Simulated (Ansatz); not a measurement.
Two isomers of CH7NSiZn: A = `C[SiH2][NH][ZnH]`, B = `N[CH]([SiH3])[ZnH]`.

Isolated molecules relaxed with PBE0-D4/def2-TZVP in Ansatz; ΔE leaves out vibrations. CBS: MP2 limit from def2 TZ/QZ plus the TZ coupled-cluster correction, frozen cores. Functionals use def2-TZVPP. B3LYP here is the variant with VWN-RPA as its local correlation; programs differ in this. For Zn outer-core shells are correlated without core-valence functions, which leaves a few kJ/mol of doubt a bond. Scalar relativity is left out up to krypton. Each species was taken in one conformer, which may not be the lowest.

A:

```xyz
11

C     0.821   -1.209    0.051
Si   -0.778   -0.428    0.627
N    -0.864    1.164   -0.005
Zn    0.372    1.984   -1.063
H     0.867   -1.268   -1.041
H     0.908   -2.227    0.437
H     1.691   -0.649    0.406
H    -0.816   -0.448    2.122
H    -1.922   -1.279    0.178
H    -1.686    1.699    0.237
H     1.409    2.661   -1.947
```

B:

```xyz
11

N     0.027    0.711    1.467
C     0.509    0.071    0.226
Si   -0.449    0.705   -1.246
Zn    0.514   -1.906    0.235
H    -0.953    0.515    1.625
H     0.527    0.381    2.284
H     1.542    0.400    0.052
H    -0.376    2.184   -1.415
H    -1.890    0.340   -1.110
H     0.074    0.048   -2.478
H     0.474   -3.448    0.360
```

Problem. Which isomer does CCSD(T)/CBS put lower? Give the gap. (Best estimate.)

Solution. Ansatz gave: A, by 215.1 kJ/mol.

Problem. Give E(B) − E(A) in kJ/mol with CCSD/def2-TZVPP, CCSD(T)/def2-TZVPP, MP2/def2-TZVPP, r2SCAN-D4, B3LYP, HF/def2-TZVPP, PBE0-D4. (Estimate.)

Solution. The calculation gave: CCSD/def2-TZVPP 216.6, CCSD(T)/def2-TZVPP 213.7, MP2/def2-TZVPP 221.4, r2SCAN-D4 211.4, B3LYP 206.6, HF/def2-TZVPP 228.3, PBE0-D4 201.5. None reverses the order clearly.

Largest T1 diagnostic: 0.014.

In def2-TZVPP, CCSD(T) changes the Hartree–Fock value by −14.7 kJ/mol (the triples alone add −3.0 kJ/mol) and MP2 by −7.0 kJ/mol. From PBE to PBE0 (25 % exact exchange), in def2-TZVPP and without D4, E(B) − E(A) moves by +10.5 kJ/mol.
